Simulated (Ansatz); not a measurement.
Geometry optimisation, UKS PBE-D4/def2-SVP (Ansatz).

Input:

```yaml
crystal:
  periodic: [false, false, false]
  atoms:
    - { symbol: Mg, position_ang: [0.0441, 0.1247, 0.3156] }
    - { symbol: H, position_ang: [0.8153, 2.2166, 0.7367] }
    - { symbol: C, position_ang: [0.6264, -1.7683, 0.9714] }
    - { symbol: H, position_ang: [-0.7212, 1.2116, -1.2562] }
    - { symbol: O, position_ang: [-1.8932, 0.8654, -0.9281] }
    - { symbol: H, position_ang: [0.6586, 1.8487, -0.1535] }
    - { symbol: F, position_ang: [0.4839, 1.3213, -1.2364] }
    - { symbol: H, position_ang: [1.1243, -1.6921, 1.9355] }
    - { symbol: H, position_ang: [-0.1895, -2.4777, 1.0791] }
    - { symbol: H, position_ang: [1.3419, -2.1961, 0.2726] }
    - { symbol: H, position_ang: [-2.2905, 0.5461, -1.7367] }
magnetization:
  spin_polarized: true
basis:
  gaussian: { orbitals: def2-SVP }
hamiltonian:
  xc: pbe
  dispersion: d4
relax:
  f_tol: 0.15
  max_steps: 25
  restrain:
    - { distance: [0, 4], at: 3.37, k: 30.0 }
    - { distance: [3, 6], at: 2.18, k: 30.0 }
    - { distance: [5, 1], at: 1.92, k: 30.0 }
    - { distance: [0, 1], at: 1.72, k: 30.0 }
    - { distance: [3, 4], at: 0.97, k: 30.0 }
    - { distance: [5, 6], at: 0.88, k: 30.0 }
```

Run as:

```bash
$ ansatz run input.yaml --threads 4 --pin off --max-ram 5120MiB --backend cpu --events-out ev --progress --plain --runs-dir out
```

Problem. Where does it end, and by what steps?

Solution. The run converged. The restraints hold the end off the free minimum; the threshold counts their pulls, which the force column leaves out. Restrained pairs: Mg1–O5 (2.42 → 3.36 Å), H4–F7 (1.21 → 2.18 Å), H2–H6 (0.98 → 1.91 Å), Mg1–H2 (2.27 → 1.73 Å), H4–O5 (1.27 → 0.97 Å), H6–F7 (1.22 → 0.93 Å). After 12 steps the energy has fallen by 0.104 eV (the restraints' own energy left out); Mg1 moved furthest, 0.88 Å.

| step | energy less start (eV) | largest force component (eV/Å) | accepted |
| --- | --- | --- | --- |
| 0 | 0.0000 | 3.826 | yes |
| 1 | 0.2562 | 4.927 | yes |
| 2 | 0.2566 | 3.442 | yes |
| 3 | 0.3080 | 2.862 | yes |
| 4 | 0.1259 | 0.779 | yes |
| 5 | -0.0091 | 0.938 | yes |
| 6 | -0.0367 | 1.119 | yes |
| 7 | -0.0727 | 1.337 | yes |
| 8 | -0.0822 | 1.351 | yes |
| 9 | -0.0978 | 1.117 | yes |
| 10 | -0.1044 | 1.092 | yes |
| 11 | -0.1065 | 1.121 | yes |
| 12 | -0.1038 | 1.233 | yes |

```xyz
11
Properties=species:S:1:pos:R:3
Mg 0.647 0.451 0.875
H 0.890 2.115 1.280
C 0.562 -1.650 0.908
H -1.271 1.046 -1.640
O -2.048 0.811 -1.100
H 0.899 2.168 -0.631
F 0.828 1.414 -1.176
H 1.002 -2.075 1.837
H -0.482 -2.029 0.852
H 1.115 -2.104 0.057
H -2.142 -0.146 -1.263
```

Time of the run: 14 s on 4 threads of Intel(R) Xeon(R) 6975P-C (Granite Rapids), on a shared host, peak memory 0.2 GiB.
